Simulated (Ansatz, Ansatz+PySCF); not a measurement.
```xyz
6

C     0.0000    0.0000    0.0000
H     1.0300    0.0000   -0.3700
H    -0.5150    0.8920   -0.3700
H    -0.5150   -0.8920   -0.3700
C     0.0000    0.0000    1.5100
O     0.9500    0.0000    2.2200
```

Basis set: def2-SVP (spherical functions). Charge 0, multiplicity 2.

Computed with Ansatz (development build ahead of 0.2.0); each method stands on the lowest determinant of its kind that the runs found. Restricted functionals stand beside restricted open-shell atoms, which can lie above the unrestricted atoms usual in DFT and then raise those values.

Question: Give the atomization energy at this shape (free ground-state atoms in the same class of orbitals less the molecule, no zero-point energy) of doublet C2H3O by PBE0 (restricted open-shell), PBE0 (unrestricted), UHF, ROHF.

Answer:

```
                      method  atomization energy
PBE0 (restricted open-shell)       2484.8 kJ/mol
         PBE0 (unrestricted)       2473.7 kJ/mol
                         UHF       1763.6 kJ/mol
                        ROHF       1786.5 kJ/mol
```
